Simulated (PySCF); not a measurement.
AlI3, charge +1, doublet, geometry from GFN2-xTB of the parent state (such geometries of metal compounds can be far from the true shape) (a state made from the parent by changing its charge; the spin is typed, not shown lowest) (core potentials on I); DF-PBE/def2-SVP (PySCF).

The PySCF input:
```python
from pyscf import gto, scf, dft

mol = gto.Mole()
mol.atom = '''
    Al   -0.00000000   -0.00000000   -0.00000000
    I    -2.05711704   -1.44131268   -0.05276184
    I     0.00659413    2.22306763   -1.17039456
    I     2.05052292   -0.78175495    1.22315640
'''
mol.basis = 'def2-svp'
mol.ecp = {'I': 'def2-svp'}
mol.charge = 1
mol.spin = 1
mol.verbose = 4
mol.build()

mf = dft.ROKS(mol)
mf.xc = 'pbe'
mf = mf.density_fit(auxbasis='def2-universal-jkfit')
mf.kernel()
```

The log (banner, timings and long lists left out):

```
PySCF version 2.14.0

[INPUT] verbose = 4
[INPUT] num. atoms = 4
[INPUT] num. electrons = 87
[INPUT] charge = 1
[INPUT] spin (= nelec alpha-beta = 2S) = 1
[INPUT] symmetry False subgroup None
[INPUT] Mole.unit = angstrom
[INPUT] Symbol           X                Y                Z      unit          X                Y                Z       unit  Magmom
[...]
nuclear repulsion = 433.378878896226
number of shells = 38
number of NR pGTOs = 219
number of NR cGTOs = 96
basis = def2-svp
ecp = {'I': 'def2-svp'}

******** <class 'pyscf.df.df_jk.DFROKS'> ********
method = DFROKS
initial guess = minao
damping factor = 0
level_shift factor = 0
DIIS = <class 'pyscf.scf.diis.CDIIS'>
diis_start_cycle = 1
diis_space = 8
diis_damp = 0
SCF conv_tol = 1e-09
SCF conv_tol_grad = None
SCF max_cycles = 50
direct_scf = False
num. doubly occ = 43  num. singly occ = 1
XC library pyscf.dft.libxc version 7.1.2
    S. Lehtola, C. Steigemann, M. J. T. Oliveira, and M. A. L. Marques,  SoftwareX 7, 1–5 (2018)
XC functionals = pbe
    J. P. Perdew, K. Burke, and M. Ernzerhof,  Phys. Rev. Lett. 77, 3865 (1996)
    J. P. Perdew, K. Burke, and M. Ernzerhof,  Phys. Rev. Lett. 78, 1396 (1997)
    J. P. Perdew, K. Burke, and M. Ernzerhof,  Phys. Rev. Lett. 77, 3865 (1996)
    J. P. Perdew, K. Burke, and M. Ernzerhof,  Phys. Rev. Lett. 78, 1396 (1997)
radial grids:
    Treutler-Ahlrichs [JCP 102, 346 (1995); DOI:10.1063/1.469408] (M4) radial grids

becke partition: Becke, JCP 88, 2547 (1988); DOI:10.1063/1.454033
pruning grids: <function nwchem_prune>
grids dens level: 3
symmetrized grids: False
atomic radii adjust function: <function treutler_atomic_radii_adjust>
small_rho_cutoff = 0
Set gradient conv threshold to 3.16228e-05
tot grids = 85056
init E= -1041.89159659331
[...]
cycle= 1 E= -1130.85600019298  delta_E=  -89  |g|= 5.28  |ddm|= 10.8
[...]
cycle= 2 E= -1128.80529348701  delta_E= 2.05  |g|= 4.92  |ddm|= 10.6

WARN: HOMO 0.0224363422546923 >= LUMO -0.266123277569717

cycle= 3 E= -1132.61630910855  delta_E= -3.81  |g|= 1.74  |ddm|= 6.58

WARN: HOMO -0.200778395788105 >= LUMO -0.330263882346036

cycle= 4 E= -1131.99131276645  delta_E= 0.625  |g|= 2.32  |ddm|= 6.98
[...]
cycle= 5 E= -1134.81257870621  delta_E= -2.82  |g|= 0.73  |ddm|= 6.02
[...]
cycle= 6 E= -1134.43432563433  delta_E= 0.378  |g|= 1.13  |ddm|= 2.14
[...]
cycle= 7 E= -1134.98774059344  delta_E= -0.553  |g|= 0.435  |ddm|= 1.08
[...]
cycle= 8 E= -1135.04549463098  delta_E= -0.0578  |g|= 0.332  |ddm|= 1.17
[...]
cycle= 9 E= -1135.05117341656  delta_E= -0.00568  |g|= 0.292  |ddm|= 1.03
[...]
cycle= 10 E= -1135.0815908461  delta_E= -0.0304  |g|= 0.199  |ddm|= 1.15
[...]
cycle= 11 E= -1135.12736302036  delta_E= -0.0458  |g|= 0.0531  |ddm|= 1.16
[...]
cycle= 12 E= -1135.12950668886  delta_E= -0.00214  |g|= 0.0188  |ddm|= 0.114
[...]
cycle= 13 E= -1135.12969321933  delta_E= -0.000187  |g|= 0.012  |ddm|= 0.0583
[...]
cycle= 14 E= -1135.12975122214  delta_E= -5.8e-05  |g|= 0.00827  |ddm|= 0.01
[...]
cycle= 15 E= -1135.12979484728  delta_E= -4.36e-05  |g|= 0.00427  |ddm|= 0.0113
[...]
cycle= 16 E= -1135.12980743193  delta_E= -1.26e-05  |g|= 0.00218  |ddm|= 0.0181
[...]
cycle= 17 E= -1135.12980753834  delta_E= -1.06e-07  |g|= 0.0019  |ddm|= 0.0162
[...]
cycle= 18 E= -1135.12980993364  delta_E= -2.4e-06  |g|= 0.00124  |ddm|= 0.0127
[...]
cycle= 19 E= -1135.12981099002  delta_E= -1.06e-06  |g|= 0.00058  |ddm|= 0.0033
[...]
cycle= 20 E= -1135.12981125314  delta_E= -2.63e-07  |g|= 0.000149  |ddm|= 0.00132
[...]
cycle= 21 E= -1135.12981126101  delta_E= -7.87e-09  |g|= 0.000106  |ddm|= 0.000883
[...]
cycle= 22 E= -1135.12981126999  delta_E= -8.98e-09  |g|= 5.28e-05  |ddm|= 0.000772
[...]
cycle= 23 E= -1135.12981127254  delta_E= -2.54e-09  |g|= 1.03e-05  |ddm|= 0.000241
[...]
cycle= 24 E= -1135.12981127261  delta_E= -7.59e-11  |g|= 3.17e-06  |ddm|= 2.3e-05
[...]
Extra cycle  E= -1135.12981127199  delta_E= 6.26e-10  |g|= 2.8e-05  |ddm|= 7.43e-05
converged SCF energy = -1135.12981127199
```
